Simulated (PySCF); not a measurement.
# C$_{8}$H$_{12}$OSi: full NMR table

* Formula: C8H12OSi
* SMILES: C=CCc1ccc([SiH2]C)o1
* Point group of the computed structure: C1
* Degrees of unsaturation: 4
* Carbon signals: 8
* Proton signals: 8

Atom-mapped SMILES (the numbers label the heavy atoms): `[CH2:1]=[CH:2][CH2:3][c:4]1[cH:5][cH:6][c:7]([SiH2:8][CH3:9])[o:10]1`. Hydrogens are named by the atom that carries them. Ha(C1) is cis to C3; Hb(C1) is trans to C3.

PySCF 2.14 calculation with structure optimised with GFN2-xTB and PBE0/pcSseg-1 with gauge-including orbitals; relativity neglected, single conformer, one averaged value for each set of equivalent atoms, isolated molecule.

Scale: TMS for ¹H, ¹³C, ²⁹Si; ¹⁷O against H2O (reference shieldings calculated alike).

| carbon | δC, type | δH (multiplicity) | HMBC from (2–3 bonds) | span of the C tensor (ppm) |
| --- | --- | --- | --- | --- |
| C1 | 120.0, CH2 | Hb(C1) 5.19 (m); Ha(C1) 5.39 (m) | H(C2), H(C3) | 199 |
| C2 | 145.9, CH | 6.19 (m) | Ha(C1), Hb(C1), H(C3) | 241 |
| C3 | 39.8, CH2 | 3.50 (d) | H(C5), H(C2), Ha(C1), Hb(C1) | 32 |
| C4 | 166.1, C | – | H(C6), H(C5), H(C2), H(C3) | 149 |
| C5 | 114.6, CH | 6.43 (m) | H(C6), H(C3) | 170 |
| C6 | 129.9, CH | 6.95 (m) | H(C5), H(Si8) | 199 |
| C7 | 154.7, C | – | H(C6), H(C5), H(Si8), H(C9) | 141 |
| C9 | -8.0, CH3 | 0.35 (t) | H(Si8) | 10 |

Other nuclei:
| atoms | nucleus | environment | δ (ppm) | σ (ppm) |
| --- | --- | --- | --- | --- |
| H(Si8) | ¹H | hydrogen on a silicon bonded to 2 C | 4.75 | 26.96 |
| Si8 | ²⁹Si | silicon bonded to 2 C, 2 H | -59.2 | 408.4 |
| O10 | ¹⁷O | aromatic ring oxygen | 326.5 | 9.5 |

- Carbon types of the structure: 2 × C, 3 × CH, 2 × CH2, 1 × CH3, leaving 2 H on heteroatoms.
- δC 166.1, 154.7: substituted aromatic carbon next to the ring oxygen.
- δC 145.9: alkene CH; an sp2 carbon of a C=C bond.
- δC 129.9, 114.6: aromatic CH.
- δC 120.0: terminal =CH2 carbon; as expected for a trigonal carbon in a double bond.
- δH 6.19: hydrogen on an alkene CH; attached to an sp2 carbon and in the plane of the double bond.

Shifts are as computed. Against solution values, carbons near 30 ppm lie about +3 ppm off and those near 130 ppm about +5 ppm. Of 1211 compounds with measured shifts, 218 miss one by over three times the rms of a fit or turn the order of signals round; such compounds aren't used in these exercises. Unscaled 17O shifts of doubly bonded oxygen tend to come out too high, by tens of ppm or more. Experimental scales use liquid or dissolved standards, which lie at an offset from isolated H2O (liquid H2O: subtract about 36 ppm). No couplings were computed; multiplicities are counted from neighbouring protons, with m where these are inequivalent, close in shift, in a saturated or five-membered ring or joined by F or P, and br s for small geminal =CH2 splittings.
